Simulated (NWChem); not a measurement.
System: SiH2O, singlet; SMILES O[SiH]

All runs: NWChem. Pople sets run with spherical d functions. Low-valent species are run as closed-shell singlets; no triplet was tried in these runs. The geometry was optimised at PBE-D3(BJ)/def2-SVP.

Problem. Taking CAM-B3LYP/def2-QZVP as the yardstick, which of these has the fewest basis functions while keeping “highest occupied level (eV)” within 0.05 eV of it: CAM-B3LYP/def2-TZVPD; CAM-B3LYP/6-31+G*; CAM-B3LYP/6-311++G**; CAM-B3LYP/6-31G*; CAM-B3LYP/6-311G**; CAM-B3LYP/STO-3G; CAM-B3LYP/3-21G?

Solution. CAM-B3LYP/6-31+G* (a larger set in the list lies outside the tolerance).
```csv
level,basis functions,highest occupied level (eV)
CAM-B3LYP/STO-3G,16,-4.67
CAM-B3LYP/3-21G,26,-7.79
CAM-B3LYP/6-31G*,36,-7.90
CAM-B3LYP/6-31+G*,44,-8.09
CAM-B3LYP/6-311G**,56,-8.00
CAM-B3LYP/6-311++G**,66,-8.12
CAM-B3LYP/def2-TZVPD,101,-8.09
CAM-B3LYP/def2-QZVP,187,-8.09
```

The yardstick is one finite set, not the basis-set limit.
